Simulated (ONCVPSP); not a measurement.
What one change does to a pseudopotential (Os (Z = 76), ONCV)

ONCVPSP 4.0.1 input, shortened (lines: element, Z, core and valence counts, functional; n l f; lmax; l rc ep ncon nbas qcut; lloc lpopt rc5 dvloc0; l nproj debl; icmod fcfact rcfact), PBEsol, fully relativistic:

```
  Os 76.00    9    6  -116133      upf
    1    0    2.00
    2    0    2.00
    2    1    6.00
    3    0    2.00
    3    1    6.00
    3    2   10.00
    4    0    2.00
    4    1    6.00
    4    2   10.00
    4    3   14.00
    5    0    2.00
    5    1    6.00
    5    2    6.00
    6    0    1.75
    6    1    0.25
    3
    0    1.70    0.00    4    8    5.40
    1    1.65    0.00    3    7   10.00
    2    1.75    0.00    5    8    5.70
    3    1.05    0.00    4    9   17.40
    4    4    1.00    0.00
    0    2    4.00
    1    3    1.10
    2    2    3.10
    3    2    0.40
    3    4.50    1.55
```

Open shells are filled in proportion to 2j + 1.

In the f channel the program set the typed energies aside and used -1.878, 0.250 Ha (j = l + 1/2; the other j can differ).

All-electron outer shells of the reference configuration (PBEsol, scalar-relativistic, ld1.x):

| shell | level (eV) | outermost node (bohr) | outermost maximum (bohr) |
| --- | --- | --- | --- |
| 4p | -471.75 | 0.23 | 0.42 |
| 4d | -273.18 | 0.21 | 0.44 |
| 5s | -92.08 | 0.51 | 0.91 |
| 4f | -52.50 | – | 0.40 |
| 5p | -51.34 | 0.55 | 1.03 |
| 5d | -6.73 | 0.60 | 1.36 |
| 6s | -6.52 | 1.20 | 2.48 |
| 6p | -1.48 | 1.43 | 3.47 |

Change: local potential polynomial inside 1.00 bohr (lpopt 4, dvloc0 3 Ha).

Cutoffs: the cutoffs (Ha) at which the residual kinetic energy of the hardest occupied pseudo-wave falls to 1 and 0.1 mHa per electron; they do not see the model core or the augmentation charge, which bear on the density cutoff. Errors are all-electron minus pseudo energies relative to the spin-unpolarised reference configuration.

Question: What does the change do?

Answer: The potential gets neither clearly harder nor softer (128 Ha and 139 Ha → 128 Ha and 139 Ha); the errors of the 3 common tests hardly move; the range in which the s phases agree widens (upper end 3.4 → 4.4); neither file shows a bound ghost.

| quantity | base | changed |
| --- | --- | --- |
| cutoff, loose | 128 Ha | 128 Ha |
| cutoff, tight | 139 Ha | 139 Ha |
| bound ghosts | none | none |
| GHOST(+) flags under 300 eV | none | s at 143.0 eV |
| tests with a reliable result | 3 of 4 | 3 of 4 |
| error for 4f14 5s2 5p6 5d6 6s2 6p0, meV [ΔE -1.24 eV] | -0.2 | -0.1 |
| error for 4f14 5s2 5p6 5d6 6s1 6p0, meV [ΔE 8.40 eV] | -1.1 | -1.1 |
| error for 4f13 5s2 5p6 5d7 6s2 6p0, meV [ΔE 48.76 eV] | +275 | +266 |
| s: phases at 1.73 bohr within 0.05 rad from the reference energy up to (Ha; the scan ends near 5) | 3.4 | 4.4 |
| p3/2: phases at 1.68 bohr within 0.05 rad from the reference energy up to (Ha; the scan ends near 5) | to the end of the scan | to the end of the scan |
| p1/2: phases at 1.68 bohr within 0.05 rad from the reference energy up to (Ha; the scan ends near 5) | to the end of the scan | to the end of the scan |
| d5/2: phases at 1.78 bohr within 0.05 rad from the reference energy up to (Ha; the scan ends near 5) | to the end of the scan | to the end of the scan |
| d3/2: phases at 1.78 bohr within 0.05 rad from the reference energy up to (Ha; the scan ends near 5) | to the end of the scan | to the end of the scan |
| f7/2: phases at 1.06 bohr within 0.05 rad from the reference energy up to (Ha; the scan ends near 5) | to the end of the scan | to the end of the scan |
| f5/2: phases at 1.06 bohr within 0.05 rad from the reference energy up to (Ha; the scan ends near 5) | to the end of the scan | to the end of the scan |
| rms error of d²Exc/dni dnj with the model core, mHa | 2.69 | 2.69 |
